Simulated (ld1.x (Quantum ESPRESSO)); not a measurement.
## Configuration tests for nitrogen (TM)

```
Element                 : nitrogen (N)
Generator               : ld1.x (Quantum ESPRESSO) 7.5
Type                    : norm-conserving Troullier–Martins (Kleinman–Bylander form)
Functional              : PBEsol
Relativity              : non-relativistic
Frozen core             : [He]
Valence charge          : 5
Reference configuration : 2s2 2p3
Partial waves           : 2p (bound): rc 1.10 bohr; 3d channel at 0.3 Ry: rc 1.10 bohr; 2s (bound): rc 0.85 bohr
Local potential         : the s channel
Core correction         : none
```

Energies are relative to the spin-unpolarised reference configuration 2s2 2p3; without spin polarisation the order of configurations can differ from experiment. The frozen-core shift is the all-electron ΔE with the core orbitals held at their reference shape minus the fully relaxed ΔE.

| valence configuration | charge | ΔE all-electron (eV) | error AE − PS (meV) | frozen-core shift (meV) |
| --- | --- | --- | --- | --- |
| 2s2 2p2 | +1 | 13.527 | +3.6 | +0.2 |
| 2s2 2p1 | +2 | 42.269 | +48 | +2.2 |
| 2s1 2p4 | 0 | 11.404 | +5.2 | +0.4 |
| 2s1 2p3 | +1 | 25.208 | -1.0 | +0.6 |
| 2s2 2p2.5 | +0.5 | 5.065 | +0.4 | 0.0 |
| 2s0 2p5 | 0 | 22.836 | +20 | +1.4 |

(1) What are ΔE and the potential's error for 2s2 2p0?

Levels in the configuration 2s2 2p1:

```json
{"level": "2s", "all-electron (eV)": "-48.927", "pseudo (eV)": "-48.893"}
{"level": "2p", "all-electron (eV)": "-37.367", "pseudo (eV)": "-37.269"}
```

Answers

(1) ΔE = 89.156 eV all-electron; the error (AE − PS) is +282 meV.
